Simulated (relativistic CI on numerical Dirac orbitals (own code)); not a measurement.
# Transition arrays of Er31+

Calculated at this level of theory: Dirac-Coulomb-Breit CI, KLI orbitals optimised for each configuration, QED by a radiative potential, valence Slater integrals scaled by 0.9, whole transition arrays (own radial code, finite nucleus).

CI space (outside the closed core [Ar] 3d10 4s2): 4p⁶4d, 4p⁶4f, 4p⁵4d², 4p⁶5p, 4p⁶5f. Levels of other configurations are missing.

All E1 lines from the levels of 4p⁶4d; mean and standard deviation are weighted by gf, and upper levels are sorted by their leading configuration.

```tsv
Upper configuration	Lines	Σgf	Mean (eV)	Mean (nm)	σ (eV)	Strongest line (nm)
4p⁶4f	3	3.9	173.67	7.139	5.01	7.296
4p⁵4d²	60	39.8	199.93	6.201	19.60	5.868
4p⁶5p	3	1.0	416.12	2.980	6.71	2.951
4p⁶5f	3	3.4	562.41	2.205	5.22	2.221
```

Σgf per state of the lower configuration in bins of 0.2 nm over the central range (centre: value): 2.1: 0.13, 2.3: 0.21, 2.9: 0.06, 3.1: 0.04, 5.7: 0.54, 5.9: 2.05, 6.1: 0.08, 6.3: 0.50, 6.9: 0.14, 7.1: 0.04, 7.3: 0.24, 7.5: 0.48, 7.7: 0.12.

Problem. How do configuration mixing and the scaling of the Slater integrals move the arrays?

Solution. Slater scale 0.9, no configuration mixing: 4p⁶4f 172.4 ± 4.7 eV (Σgf 4.7), 4p⁵4d² 194.5 ± 22.5 eV (Σgf 37.6), 4p⁶5p 416.3 ± 6.7 eV (Σgf 1.1), 4p⁶5f 562.4 ± 5.2 eV (Σgf 3.3); Slater scale 1: 4p⁶4f 170.2 ± 0.0 eV (Σgf 2.2), 4p⁵4d² 202.6 ± 19.4 eV (Σgf 42.3), 4p⁶5p 416.1 ± 6.7 eV (Σgf 1.0), 4p⁶5f 562.4 ± 5.2 eV (Σgf 3.4); Slater scale 0.8: 4p⁶4f 173.9 ± 5.2 eV (Σgf 4.3), 4p⁵4d² 196.5 ± 20.1 eV (Σgf 38.6), 4p⁶5p 416.1 ± 6.7 eV (Σgf 1.0), 4p⁶5f 562.4 ± 5.2 eV (Σgf 3.4). With mixing, levels are counted to their leading configuration, so an array can shrink or vanish into another, and the sums then hold other lines.
